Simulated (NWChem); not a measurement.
C3H4N2; SMILES C/C=N/C#N

Program: NWChem. Medium grid unless said otherwise, to which SCAN and Minnesota functionals are sensitive. Geometry: optimised at PBE0/def2-SVP.

### Question
Predict the results for r2SCAN/def2-TZVP. Quantities: highest occupied level (eV); orbital gap (eV); dipole (D).

### Answer
```json
{
  "highest occupied level (eV)": "-7.15",
  "orbital gap (eV)": "4.23",
  "dipole (D)": "5.58"
}
```
